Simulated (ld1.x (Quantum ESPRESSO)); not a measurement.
## Transferability test, ultrasoft potential for In (Z = 49)

* Element: indium
* Generator: ld1.x (Quantum ESPRESSO) 7.5
* Type: ultrasoft
* Functional: PBE
* Relativity: scalar-relativistic
* Frozen core: [Kr] 4d10
* Valence charge: 3
* Reference configuration: 5s2 5p1
* Partial waves: 5s (bound): rcut 1.95, rcutus 2.25 bohr; 5s channel at 3.5 Ry: rcut 1.95, rcutus 2.25 bohr; 5p (bound): rcut 2.25, rcutus 2.80 bohr; 5p channel at 2.3 Ry: rcut 2.25, rcutus 2.80 bohr
* Local potential: all-electron potential smoothed inside 2.75 bohr (lloc = -1)
* Core correction: Bessel-smoothed model core inside 2.30 bohr
* Augmentation charge: PSQ, inside the norm-conserving radii

Energies are relative to the spin-unpolarised reference configuration 5s2 5p1; without spin polarisation the order of configurations can differ from experiment.

```
valence configuration  charge  ΔE all-electron (eV)  error AE − PS (meV)
              5s2 5p0      +1                 5.363                  -16
            5s2 5p0.5    +0.5                 1.940                 -2.7
              5s1 5p1      +1                11.956                  -67
              5s0 5p3       0                11.947                  -91
            5s2 5p1.3    -0.3                -0.532                 -0.2
```

What are ΔE and the potential's error for 5s1 5p0?

ΔE = 24.598 eV all-electron; the error (AE − PS) is -221 meV.

What are ΔE and the potential's error for 5s1 5p2?

ΔE = 5.841 eV all-electron; the error (AE − PS) is -23 meV.

Levels in the configuration 5s1 5p2:

```tsv
level	all-electron (eV)	pseudo (eV)
5s	-9.200	-9.260
5p	-3.219	-3.234
```
